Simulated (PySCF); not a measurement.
First SCF of a structure search on doublet InF2, at a hand-made linear geometry. PySCF input:

```python
from pyscf import gto, scf, dft
mol = gto.M(atom='''
In     0.000000     0.000000     0.000000
F      0.000000     0.000000     2.060000
F      0.000000     0.000000    -2.060000''',
    basis={'In': 'def2-TZVP', 'F': 'def2-TZVP'},
    ecp={'In': 'def2-TZVP'},
    charge=0, spin=1)
mf = dft.UKS(mol, xc='PBE0')
mf.grids.atom_grid = (50, 194)
aux = {'In': 'def2-universal-JKFIT', 'F': 'def2-universal-JKFIT'}
mf = mf.density_fit(auxbasis=aux)
mf.conv_tol = 1e-08
mf.diis_space = 10
mf.max_cycle = 60
mf.init_guess = 'minao'
mf.verbose = 4
mf.kernel()
```

Excerpt of the output (cycles alone):

```
init E= -356.865916237495
cycle= 1 E= -389.220277554417  delta_E= -32.4  |g|= 1.23  |ddm|= 31.8
cycle= 2 E= -389.263683122354  delta_E= -0.0434  |g|= 1.34  |ddm|= 4.66
cycle= 3 E= -389.740956250816  delta_E= -0.477  |g|= 0.0561  |ddm|= 1.64
cycle= 4 E= -389.739273474398  delta_E= 0.00168  |g|= 0.0938  |ddm|= 0.105
cycle= 5 E= -389.742060800192  delta_E= -0.00279  |g|= 0.00248  |ddm|= 0.0828
cycle= 6 E= -389.742065428994  delta_E= -4.63e-06  |g|= 0.000819  |ddm|= 0.00567
cycle= 7 E= -389.742066020005  delta_E= -5.91e-07  |g|= 0.000225  |ddm|= 0.00243
cycle= 8 E= -389.742066082765  delta_E= -6.28e-08  |g|= 6.9e-05  |ddm|= 0.000881
cycle= 9 E= -389.742066088101  delta_E= -5.34e-09  |g|= 1.14e-05  |ddm|= 0.000238
Extra cycle  E= -389.742066088098  delta_E= 2.73e-12  |g|= 1.93e-05  |ddm|= 4.29e-05
converged SCF energy = -389.742066088098  <S^2> = 0.75479434  2S+1 = 2.0047886
```

No lower solution of this spin was found by a stability analysis within the unrestricted form.

Spin–orbit coupling, left out here, can matter for elements this heavy.

The search for the lowest solution, with the stability check, took 4.5 s on 4 threads of a shared Arm Neoverse V1 host, with 112 basis functions; the process peaked at 0.36 GiB.
